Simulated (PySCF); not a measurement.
# Worked example: chemical shift, span and skew from a shielding tensor

C3H7FOSi, SMILES O([SiH2]C)/C=C\F. Atoms are numbered in the order given.

```xyz
13

C     -2.7452     0.2079     0.6357
Si    -1.3045    -0.9201     0.2766
O      0.0540     0.0649     0.1245
C      1.3482    -0.3299     0.1059
C      2.3273     0.3980    -0.4389
F      2.1085     1.5726    -1.0416
H     -2.5824     0.7643     1.5718
H     -2.8781     0.9357    -0.1801
H     -3.6762    -0.3739     0.7340
H     -1.0584    -1.8908     1.3865
H     -1.5121    -1.6881    -0.9861
H      1.6066    -1.2828     0.5851
H      3.3744     0.0879    -0.4224
```
Charge 0, spin multiplicity 1.

Geometry optimised at B3LYP-D3(BJ)/def2-SVP. The structure was generated by enumeration; whether it is a known compound was not checked. The values are those of a single conformer.

GIAO shieldings from PySCF with PBE/pcSseg-1, non-relativistic, no solvent. The symmetric part of the tensor of C4 has the principal values -35.7, 82.3, 98.4 ppm. The same nucleus in TMS has σ = 182.0 ppm at this level (PySCF, at its B3LYP-D3(BJ)/def2-TZVP geometry).

Task: Work out the isotropic shielding, the ¹³C shift against TMS, the span and the skew.

Result: 
σ(iso) = (σ11 + σ22 + σ33)/3 = 48.3 ppm. δ = σ(ref) − σ(iso) = 182.0 − (48.3) = 133.7 ppm.
Span Ω = σ33 − σ11 = 134.1 ppm. Skew κ = 3(σ(iso) − σ22)/Ω = -0.76. Tumbling in solution averages the tensor to δ; in a static solid the shielding alone would spread this spin-1/2 line over Ω.
